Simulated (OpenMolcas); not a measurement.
**F²⁺: effect of the IPEA shift**

```
Program             : OpenMolcas 26.06
Basis               : ANO-RCC-VTZP [4s3p2d1f]
Scalar Hamiltonian  : DKH2, point nucleus
Active space        : 5 electrons in 8 orbitals (2s 2p 3s 3p)
State averaging     : 2S+1 = 4 odd, 1 root; 2S+1 = 2 odd, 8 roots; 2S+1 = 4 even, 3 roots; 2S+1 = 2 even, 9 roots
Spin-orbit coupling : state interaction with AMFI integrals over the reference wave functions, term energies averaged over their components
```

Methods on the same reference wave functions:
A. CASSCF
B. SS-CASPT2, IPEA 0 Eh, imaginary shift 0.1 Eh (closed shells correlated: 1s)
C. SS-CASPT2, IPEA 0.25 Eh, imaginary shift 0.1 Eh (closed shells correlated: 1s)

Energies in cm⁻¹ above 2s² 2p³ ⁴S°_3/2, the measured ground level; measured values from Moore, Atomic Energy Levels, vol. I, NSRDS-NBS 35 (1971 reprint of NBS Circular 467, 1949).

```json
{"Level": "2s² 2p³ ⁴S°_3/2", "A": "0.0", "B": "0.0", "C": "0.0", "Measured": "0.0"}
{"Level": "2s² 2p³ ²D°_3/2", "A": "37602", "B": "35080", "C": "35120", "Measured": ""}
{"Level": "2s² 2p³ ²D°_5/2", "A": "37625", "B": "35100", "C": "35140", "Measured": ""}
{"Level": "2s² 2p³ ²P°_1/2", "A": "50717", "B": "52460", "C": "52380", "Measured": ""}
{"Level": "2s² 2p³ ²P°_3/2", "A": "50737", "B": "52470", "C": "52400", "Measured": ""}
{"Level": "2s 2p⁴ ⁴P_5/2", "A": "152321", "B": "152820", "C": "152740", "Measured": "151898"}
{"Level": "2s 2p⁴ ⁴P_3/2", "A": "152610", "B": "153110", "C": "153030", "Measured": "152235"}
{"Level": "2s 2p⁴ ⁴P_1/2", "A": "152781", "B": "153280", "C": "153200", "Measured": "152410"}
{"Level": "2s 2p⁴ ²D_3/2", "A": "220972", "B": "212230", "C": "212730", "Measured": "210256"}
{"Level": "2s 2p⁴ ²D_5/2", "A": "220991", "B": "212250", "C": "212740", "Measured": "210240"}
{"Level": "2s 2p⁴ ²S_1/2", "A": "254919", "B": "250770", "C": "251190", "Measured": "248260"}
```

Deviations, from unrounded energies. A percentage is the sum of absolute deviations over the sum of measured energies, with the sign that they share, or ± where signs differ.

| Against measurement | Levels | A | B | C |
| --- | --- | --- | --- | --- |
| mean absolute deviation (cm-1) | 6 | 4900 | 1500 | 1700 |
| other configurations (%) | 6 | +2.6 | +0.8 | +0.9 |

B lies closest to measurement on these levels and A furthest from it. The largest miss of B in the table is 2s 2p⁴ ²S_1/2, by +2500 cm-1. The ranking rests on the paired levels alone, and a cruder setting can come out closer through cancelling errors.

Between B and C the level of the table that moves most is 2s 2p⁴ ²D_3/2, by 500 cm-1 (lowest in B, highest in C). Moves below CASPT2's spread within the term are not significant.

From A to B the spin-free energies of the other terms of 2s² 2p³ shown, above ⁴S°, scale by factors of 0.93 to 1.03.

The lowest spin-free term lies below A's lowest term by 0.082 hartree in B, 0.080 hartree in C.

Term energies are means over components that CASPT2 splits; among the terms shown or strongly mixed into the levels shown the widest spread is 170 cm-1 (2s 2p⁴ ²D, C). Active for correlation alone: 3p 3s; no level in the range computed is led by a configuration that fills them, so any true level of that kind is missing. Measured partners are found by configuration, term and J. A level has none where our copy of the source lacks it or the pairing is in doubt (some pairs that miss far off the trend of their configuration count as doubtful), and it then counts in no deviation. Levels of configurations outside the active space are missing. The table leaves out levels that lie high or whose names do not pair safely across all columns.

° marks odd parity.
